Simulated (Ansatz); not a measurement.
BGaH₆OSSi. The species carries charge 0 and has multiplicity 1. The bonds changed during the relaxation, so this is another structure than the one it started from.

```xyz
11

O     0.088    1.834   -1.009
Si   -0.929    0.682   -0.442
S    -0.365   -1.419   -1.102
B    -0.303   -0.656    0.782
Ga    1.676   -0.300    1.287
H    -0.107    2.246   -1.853
H    -2.290    0.891   -1.005
H    -1.655   -1.797   -1.213
H    -1.039   -1.211    1.542
H     2.891   -0.583    0.317
H     2.033    0.313    2.697
```

What are the harmonic wavenumbers in cm⁻¹ at PBE0-D4/def2-TZVP (Ansatz, finite differences of forces, unscaled)? (An estimate is asked.)

The calculation gave: 55, 110, 157, 188, 234, 314, 337, 377, 453, 468, 537, 598, 625, 669, 722, 753, 770, 817, 863, 889, 968, 1919, 1930, 2205, 2631, 2657, 3906.

Is this a minimum?

Yes, all 27 modes are real.

Give the ideal-gas thermochemistry at 298.15 K and 1 bar (rigid rotor, harmonic oscillator; point group C1, symmetry number 1).

Zero-point energy 156.4 kJ/mol; H(298) − E = 182.2 kJ/mol; entropy 389.2 J/(mol·K), of which translation 172.4, rotation 121.1, vibration 95.8; G(298) − E = 66.1 kJ/mol. Modes under 100 cm⁻¹ are hindered rotations or soft bends, so the harmonic entropy is rough.

And at 400, 500, 600, 800 and 1000 K?


```
T (K)  H − E (kJ/mol)  S (J/mol/K)  G − E (kJ/mol)
  400           197.6        433.6            24.2
  500           214.6        471.5           -21.1
  600           233.0        505.0           -70.0
  800           272.6        561.8          -176.8
 1000           315.1        609.1          -294.1
```
